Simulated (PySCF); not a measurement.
# Worked example: chemical shift, span and skew from a shielding tensor

C3H4F2Si, SMILES C#CC(F)(F)[SiH3]. Atoms are numbered in the order given.

```xyz
10

C      0.9410    -2.3958     0.0000
C      0.2848    -1.3648     0.0000
C     -0.3913    -0.0680     0.0000
F     -1.2068     0.0425    -1.1131
F     -1.2068     0.0425     1.1131
Si     0.8438     1.4374     0.0000
H      1.5035    -3.3199     0.0000
H      1.6919     1.3580    -1.2345
H      0.0149     2.6871     0.0000
H      1.6919     1.3580     1.2345
```
Charge 0, spin multiplicity 1.

Coordinates come from a PBE-D3(BJ)/def2-SVP optimisation. The structure was generated by enumeration, and PubChem lists no compound with its InChIKey, so it may never have been made.

GIAO shieldings from PBE/pcSseg-1 (PySCF), non-relativistic, no solvent. The symmetric part of the tensor of C1 has the principal values 32.4, 35.8, 210.1 ppm. The same nucleus in TMS has σ = 182.0 ppm at this level (PySCF, at its B3LYP-D3(BJ)/def2-TZVP geometry).

Task: Work out the isotropic shielding, the ¹³C shift against TMS, the span and the skew.

Result: 
σ(iso) = (σ11 + σ22 + σ33)/3 = 92.8 ppm. δ = σ(ref) − σ(iso) = 182.0 − (92.8) = 89.2 ppm.
Span Ω = σ33 − σ11 = 177.7 ppm. Skew κ = 3(σ(iso) − σ22)/Ω = 0.96. Tumbling in solution averages the tensor to δ; in a static solid the shielding alone would spread this spin-1/2 line over Ω.
